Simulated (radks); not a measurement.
Results of a calculation; reference values are marked as such.
Problem. Valence configurations of B+ (all share [He]). Code: a radial shooting solver on a logarithmic mesh with Libxc functionals. Model: non-relativistic Kohn-Sham, PBE, spin-unpolarised, spherical densities, point nucleus. Order these by energy: 2s1 2p1; 2s2; 2p2; 2s1.5 2p0.5; 2s0.5 2p1.5.

Solution. From the lowest, in eV above it: 2s2 0.000; 2s1.5 2p0.5 3.068; 2s1 2p1 6.133; 2s0.5 2p1.5 9.195; 2p2 12.253. NIST lists [He] 2s2 as the ground configuration; this level of theory agrees among the configurations tried. The energies are those of spherical spin-averaged densities, not of single terms.
